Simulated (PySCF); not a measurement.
Compound: C3H6Te.
Geometry (PBE0-D3(BJ)/def2-SVP, Å), atoms numbered from 1 in this order:
```xyz
10
C3H6Te angstrom
Te     2.488    0.151    0.355
C      0.388   -0.093    0.694
C     -0.657    0.696   -0.027
C     -0.520   -0.783   -0.273
H      2.279    0.238   -1.296
H      0.224   -0.289    1.758
H     -1.515    1.058    0.548
H     -0.335    1.378   -0.820
H     -0.109   -1.106   -1.234
H     -1.282   -1.456    0.132
```

Method: PBE0-D3(BJ)/def2-SVP geometry optimisation, gas phase, def2 core potentials past Kr (PySCF 2.14.0).

Q: Which atoms are bound to Te1, and at what distances?

A: 2 atoms: H5 1.666 Å, C2 2.141 Å. The nearest atom not counted as bound is H6, at 2.70 Å.

Q: What is the shape at Te1?

A: Bent: angle 92.3°.

Q: What are the other bond lengths?

A: C2–C3, C2–C4 1.495 Å; C3–C4 1.505 Å; C2–H6 1.095 Å; C3–H7, C4–H10 1.094 Å; C3–H8, C4–H9 1.094 Å.

Q: Give some angles away from the centre.

A: Te1–C2–C3 123.3°, C3–C2–C4 60.4°, C2–C3–C4 59.8°.

Point group: near Cs, missed by 0.28 Å at most; the miss may be what the optimiser left on a soft mode. Charge 0, singlet. No frequency check.

One conformer stands for the species.
